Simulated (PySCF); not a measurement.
SiBr2, SMILES Br[Si]Br (connectivity only; charge and spin as stated), neutral, multiplicity 1.

Geometry: PBE0-D3(BJ)/def2-TZVP. The isomer is the one that the SMILES or the coordinates give; other isomers of the formula were not compared.

These are PySCF with TDDFT-PBE/def2-SVPD values and carry that method's errors.

Vertical excitations. The molecule is in vacuum. State labels are in the subgroup C2v.

Computed UV-visible absorptions:
| state | symmetry | energy (eV) | λ (nm) | f | main pairs |
|---|---|---|---|---|---|
| S1 | B1 | 3.20 | 387 | 0.009 | HOMO→LUMO 98 % |
| S2 | A2 | 3.45 | 360 | 0.000 | HOMO−1→LUMO 100 % |
| S3 | B2 | 4.36 | 285 | 0.040 | HOMO−2→LUMO 93 % |
| S4 | B1 | 4.85 | 256 | 0.006 | HOMO−4→LUMO 97 % |
| S5 | A1 | 5.15 | 241 | 0.001 | HOMO−3→LUMO 81 %, HOMO→LUMO+1 16 % |
| S6 | A1 | 5.67 | 219 | 0.113 | HOMO→LUMO+1 75 % |
| S7 | A2 | 5.91 | 210 | 0.000 | HOMO−5→LUMO 100 % |
| S8 | B2 | 5.93 | 209 | 0.056 | HOMO→LUMO+2 57 %, HOMO−1→LUMO+1 40 % |
| S9 | A1 | 6.20 | 200 | 0.064 | HOMO−1→LUMO+2 89 % |
| S10 | A2 | 6.43 | 193 | 0.000 | HOMO−2→LUMO+1 99 % |
| T1 | B1 | 2.11 | 587 | 0 | HOMO→LUMO 98 % |
| T2 | A2 | 3.31 | 375 | 0 | HOMO−1→LUMO 100 % |
| T3 | B2 | 3.65 | 340 | 0 | HOMO−2→LUMO 100 % |
| T4 | A1 | 4.17 | 297 | 0 | HOMO−3→LUMO 98 % |
Triplets are in the Tamm–Dancoff approximation, which puts them higher than full response would, so one can lie above its singlet here.
